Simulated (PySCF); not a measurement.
(Z)-1-bromo-2-chloroethene (C₂H₂BrCl), SMILES Cl/C=C\Br.

The structure is a stationary point at B3LYP-D3(BJ)/def2-SVP.

The numbers are results of TDA-B3LYP/def2-SVPD in PySCF 2.14.0, not measurements.

Vertical excitations. The molecule is in vacuum. State labels are in the subgroup Cs.

```
state  symmetry  energy (eV)  λ (nm)      f                            main pairs
-----  --------  -----------  ------  -----  ------------------------------------
S1           A"         5.32     233  0.000                      HOMO→LUMO+1 99 %
S2           A"         6.14     202  0.000                     HOMO−1→LUMO 100 %
S3           A'         6.27     198  0.247    HOMO→LUMO 71 %, HOMO−1→LUMO+1 17 %
S4           A'         6.41     194  0.061    HOMO−1→LUMO+1 81 %, HOMO→LUMO 13 %
S5           A"         6.61     188  0.001                      HOMO→LUMO+2 97 %
S6           A"         6.77     183  0.000                      HOMO→LUMO+3 95 %
S7           A"         6.85     181  0.000                      HOMO−2→LUMO 99 %
S8           A"         7.30     170  0.008  HOMO−3→LUMO+1 74 %, HOMO→LUMO+4 20 %
S9           A'         7.34     169  0.012                    HOMO−2→LUMO+1 93 %
S10          A"         7.38     168  0.006  HOMO→LUMO+4 77 %, HOMO−3→LUMO+1 19 %
T1           A'         3.93     315      0                        HOMO→LUMO 93 %
T2           A"         4.84     256      0                      HOMO→LUMO+1 97 %
T3           A'         5.72     217      0                    HOMO−1→LUMO+1 94 %
T4           A"         6.02     206      0                      HOMO−1→LUMO 99 %
```
Triplets are in the Tamm–Dancoff approximation.
